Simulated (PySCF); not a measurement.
PySCF 2.14 output of an unrestricted B3LYP calculation on a single atom or ion in aug-cc-pV(D+d)Z, with the non-relativistic Hamiltonian (point nucleus):

```
SCF conv_tol = 1e-09
number electrons alpha = 7  beta = 5
    P. J. Stephens, F. J. Devlin, C. F. Chabalowski, and M. J. Frisch.,  J. Phys. Chem. 98, 11623 (1994)
cycle= 1 E= -287.938551001811  delta_E= -0.00276  |g|= 0.00525  |ddm|= 0.47
cycle= 2 E= -287.938560923681  delta_E= -9.92e-06  |g|= 0.000775  |ddm|= 0.0333
cycle= 3 E= -287.938561048912  delta_E= -1.25e-07  |g|= 1.59e-05  |ddm|= 0.00129
cycle= 4 E= -287.938561049  delta_E= -8.77e-11  |g|= 9.78e-08  |ddm|= 8.73e-05
converged SCF energy = -287.938561049  <S^2> = 2.000002  2S+1 = 3.0000013
```

The run itself started from symmetry-adapted Hartree-Fock orbitals and held the occupation by maximum overlap, on a logarithmic radial grid, so the iterations belong to that start.

Problem. Which element, charge and spin multiplicity is this?

Solution. Si²⁺ (silicon, charge +2), multiplicity 3; the state was [Ne] 3p2, high-spin 3P determinant (an excited configuration).
